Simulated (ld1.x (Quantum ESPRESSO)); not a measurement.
**Building the ultrasoft potential for Mo (Z = 42) (PBE, fully relativistic).**

Mo, ultrasoft, made with ld1.x (Quantum ESPRESSO) 7.5 (PBE, fully relativistic). Core [Ar] 3d10, reference 4s2 4p6 4d5 5s0.5 5p0.5. Waves: 4s (bound): rcut 1.45, rcutus 1.55 bohr; 5s (bound): rcut 1.45, rcutus 1.55 bohr; 4p (bound): rcut 1.65, rcutus 1.85 bohr; 5p (bound): rcut 1.65, rcutus 1.85 bohr; 4d (bound): rcut 2.00, rcutus 2.55 bohr; 4d channel at 0.2 Ry: rcut 2.00, rcutus 2.55 bohr; 4f channel at -0.15 Ry: rcut 2.35, rcutus 2.55 bohr; 4f channel at 2.25 Ry: rcut 2.35, rcutus 2.55 bohr. Local part: all-electron potential smoothed inside 1.90 bohr (lloc = -1). Core correction: Bessel-smoothed model core, default radius (core density twice the valence density). Augmentation charge: built from norm-conserving waves at rcut, not smoothed further.

Open shells are filled in proportion to 2j + 1 (rel_dist='average').

Poles of the logarithmic derivatives, all-electron (AE) and pseudo (PS). s: poles at -4.8, 2.2 (AE) and -4.8, 3.7 (PS) Ry. p1/2: poles at -2.9, 3.3 (AE) and -3.0, -0.8 (PS) Ry. p3/2: poles at -2.7, 3.4 (AE) and -3.0, -2.8 (PS) Ry. d3/2: poles at 0.1 (AE) and 0.1, 5.0 (PS) Ry. d5/2: poles at 0.1 (AE) and 0.1 (PS) Ry. f5/2: poles at 3.0 (AE) and 3.0 (PS) Ry. f7/2: poles at 3.0 (AE) and 3.0 (PS) Ry. Test radius 2.73 bohr.

- Configuration tests: test run stopped at test 2 of 7 (negative rho)
- Lowest eigenvalue of the overlap operator: -5.48 (p3/2 channel); it is negative, so in a basis up to 400 Ry S is not positive definite and the file is unfit for use

A Bessel basis up to 400 Ry misses an occupied level by 1.00 Ry, so cutoffs and ghosts were not judged. Its overlap operator is not positive definite in a basis up to 400 Ry (lowest eigenvalue p1/2 -0.50, p3/2 -5.48), so the file is unfit for use: the generalised eigenproblem breaks down once the basis is large enough, and its test numbers describe a broken file. The potential misses its own reference levels by up to 0.9 eV.
